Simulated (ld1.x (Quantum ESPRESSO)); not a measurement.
# C, TM: configuration errors across variants

```json
{"Element": "carbon", "Generator": "ld1.x (Quantum ESPRESSO) 7.5", "Type": "norm-conserving Troullier–Martins (Kleinman–Bylander form)", "Functional": "LDA (PZ)", "Relativity": "non-relativistic", "Frozen core": "[He]", "Valence charge": "4", "Reference configuration": "2s2 2p1 (charge +1)", "Partial waves": "2s (bound): rc 0.80 bohr; 2p (bound): rc 2.50 bohr", "Local potential": "all-electron potential smoothed inside 1.00 bohr (lloc = -1)", "Core correction": "Bessel-smoothed model core, default radius (core density twice the valence density)"}
```

All-electron excitation energies from the reference (eV): (1) 2s2 2p2 -10.992; (2) 2s2 2p0 24.263; (3) 2s1 2p0 72.211; (4) 2s2 2p2.3 -12.191; (5) 2s1 2p2 8.477; (6) 2s2 2p1.5 -6.961; (7) 2s0 2p4 5.496; (8) 2s2 2p1 spin -0.397; (9) 2s2 2p2 spin -12.120.

Spin tests fill each open shell by Hund’s rule, majority spin first.

Tests that are not counted but printed errors over 1 eV. “wave 2p (bound): rc 2.50 bohr becomes 2p (bound): rc 3.78 bohr”: 2s0 2p4 (solver errors, printed error -102 eV).

Errors AE − PS in meV (a dash: test not solved or not reliable):

```tsv
change	(1)	(2)	(3)	(4)	(5)	(6)	(7)	(8)	(9)	bound ghosts
base	+64	+253	+631	+80	+6.6	+25	+250	+6.2	+102	none
wave 2p (bound): rc 2.50 bohr becomes 2p (bound): rc 1.68 bohr	+12	+62	+182	+15	+12	+4.9	+79	+12	+43	none
wave 2p (bound): rc 2.50 bohr becomes 2p (bound): rc 1.90 bohr	+20	+98	+266	+25	+13	+8.1	+112	+12	+57	none
wave 2p (bound): rc 2.50 bohr becomes 2p (bound): rc 2.16 bohr	+34	+152	+395	+42	+12	+13	+161	+11	+74	none
wave 2p (bound): rc 2.50 bohr becomes 2p (bound): rc 2.76 bohr	+96	+346	+851	+122	-0.9	+36	+335	+0.6	+129	none
wave 2p (bound): rc 2.50 bohr becomes 2p (bound): rc 2.98 bohr	+129	+433	+1055	+166	-9.7	+47	+414	-4.7	+157	none
wave 2p (bound): rc 2.50 bohr becomes 2p (bound): rc 3.50 bohr	+247	+691	+1667	+328	-46	+86	+654	-20	+253	none
wave 2p (bound): rc 2.50 bohr becomes 2p (bound): rc 3.78 bohr	+319	+825	+1988	+430	-69	+109	–	-28	+313	none
```

Give the same row for: wave 2p (bound): rc 2.50 bohr becomes 2p (bound): rc 3.22 bohr.

+172, +533, +1293, +224, -22, +62, +508, -11, +192; bound ghosts: none.
